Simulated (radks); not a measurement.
F I, 9 electrons, occupied as [He] 2s2 2p5.

All-electron calculation, scalar-relativistic Kohn-Sham, r2SCAN, spin-polarised, spherical densities, finite nucleus; open shells are filled with parallel spins first; meta-GGA in the generalised Kohn-Sham scheme; Fermi nuclear charge, rms radius 2.8976 fm; hard spherical wall at 3.5 bohr. Program: a radial shooting solver on a logarithmic mesh with Libxc functionals.

Energy parts (Ry):
total: -199.48138
kinetic: 200.13725
electron-nucleus: -479.67514
Hartree: 100.80037
exchange-correlation: -20.74385

Orbitals (lengths in bohr, moments of r in powers of bohr):
| orbital | occ. | eigenvalue (Ry) | <1/r> |
|---|---|---|---|
| 1s up | 1 | -49.06221 | 8.630 |
| 1s down | 1 | -48.99237 | 8.639 |
| 2s up | 1 | -2.27069 | 1.467 |
| 2s down | 1 | -2.11224 | 1.444 |
| 2p up | 3 | -0.78858 | 1.305 |
| 2p down | 2 | -0.62449 | 1.276 |
| 3s up | 0 | 1.46115 | 0.7363 |
| 3s down | 0 | 1.52472 | 0.7367 |
| 3p up | 0 | 1.96862 | 0.7733 |
| 3p down | 0 | 2.04373 | 0.7830 |
| 3d up | 0 | 2.13285 | 0.5261 |
| 3d down | 0 | 2.17985 | 0.5210 |

The highest occupied level is 2p down at -8.497 eV. The pressure on the wall is 22.3 GPa.
